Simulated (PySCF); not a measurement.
Breaking a bond: SMILES [GaH3] (H3Ga). The Ga1–H4 bond (Ga1 also carries H, H; H4 carries nothing else) is pulled apart rigidly from the PBE0/def2-TZVP optimised geometry.

UKS-LDA (SVWN5)/6-31G* = unrestricted LDA (SVWN5)/6-31G*, spherical d (PySCF); UKS-BP86/6-31G* = unrestricted BP86/6-31G*, spherical d run with PySCF 2.14.0; UKS-B3LYP/6-31G* = PySCF with unrestricted B3LYP/6-31G*, spherical d; UCCSD(T) = CCSD(T) on UHF/cc-pVDZ, 9 core orbitals frozen (PySCF 2.14.0).

Energies relative to the lowest point of each curve near equilibrium, in kJ/mol:

```tsv
R / Å	UKS-LDA (SVWN5)/6-31G*	UKS-BP86/6-31G*	UKS-B3LYP/6-31G*
1.26	104.0	109.1	108.5
1.34	50.6	54.1	53.3
1.47	8.1	9.6	9.0
1.57	0.0	0.0	0.0
1.60	0.4	0.0	0.2
1.68	6.4	5.0	5.9
1.80	24.8	22.0	24.1
2.10	94.4	88.8	94.7
2.62	221.7	212.2	225.9
2.80	259.2	248.6	262.0
3.16	317.8	300.8	305.3
4.73	373.2	345.6	343.0
```

Q: What does UCCSD(T) give at the same points?

A: 1.26: 104.5; 1.34: 50.6; 1.47: 7.9; 1.57: 0.0; 1.60: 0.5; 1.68: 6.9; 1.80: 26.2; 2.10: 98.4; 2.62: 224.5; 2.80: 257.9; 3.16: 306.3; 4.73: 341.4 (kJ/mol).

The unrestricted determinant behind UKS-LDA (SVWN5)/6-31G*, UKS-BP86/6-31G* is spin-contaminated at 3.16 to 5.51 Å (<S²> up to 1.0, against 0.00 for a pure singlet). The unrestricted determinant behind UKS-B3LYP/6-31G* is spin-contaminated at 2.80 to 5.51 Å (<S²> up to 1.0, against 0.00 for a pure singlet). The unrestricted determinant behind UCCSD(T) is spin-contaminated at 2.34 to 5.51 Å (<S²> up to 1.0, against 0.00 for a pure singlet).
